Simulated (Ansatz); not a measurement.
PSe2. Total charge 0; doublet. Geometry PBE-D4/def2-TZVP.

Cartesian coordinates in Å:
```
P 1.3979 0.3589 1.0495
Se 0.3577 0.1224 -0.8073
Se -1.7556 -0.4813 -0.2422
```

At PBE-D4/def2-TZVP, revPBE-D4/def2-TZVP, r2SCAN-D4/def2-TZVP, PBE0-D4/def2-TZVP and others the charge 0 doublet is spin-contaminated (final ⟨S²⟩ up to 1.36, 0.75 for a pure state). Another isomer (doublet) lies 1.16 eV lower at PBE0-D4/def2-TZVP; other spin states weren't run for this one.

(1) Estimate the α-spin orbital energies around the gap (eV) in Ansatz with PBE-D4/def2-TZVP, revPBE-D4/def2-TZVP, r2SCAN-D4/def2-TZVP, PBE0-D4/def2-TZVP, ωB97M-V/def2-TZVP.

Results:

(1) 
| orbital | PBE-D4/def2-TZVP | revPBE-D4/def2-TZVP | r2SCAN-D4/def2-TZVP | PBE0-D4/def2-TZVP | ωB97M-V/def2-TZVP |
| --- | --- | --- | --- | --- | --- |
| HOMO−5 | -9.39 | -9.33 | -9.77 | -10.58 | -12.58 |
| HOMO−4 | -8.86 | -8.81 | -9.23 | -10.11 | -12.25 |
| HOMO−3 | -8.50 | -8.44 | -8.84 | -9.63 | -11.79 |
| HOMO−2 | -6.20 | -6.18 | -6.67 | -7.46 | -9.26 |
| HOMO−1 | -5.93 | -5.89 | -6.23 | -6.85 | -8.70 |
| HOMO | -5.63 | -5.58 | -5.84 | -6.68 | -8.52 |
| LUMO | -4.60 | -4.55 | -4.65 | -3.94 | -2.09 |
| LUMO+1 | -2.28 | -2.19 | -2.09 | -1.39 | 0.58 |
| LUMO+2 | -1.31 | -1.24 | -1.11 | -0.47 | 1.49 |
| LUMO+3 | 2.79 | 2.88 | 3.35 | 3.64 | 5.45 |
| LUMO+4 | 3.21 | 3.30 | 3.72 | 4.09 | 5.93 |
| LUMO+5 | 3.33 | 3.43 | 3.89 | 4.23 | 6.08 |
| β HOMO | -5.69 | -5.64 | -5.95 | -6.81 | -8.90 |
| β LUMO | -4.69 | -4.59 | -4.38 | -3.71 | -1.88 |
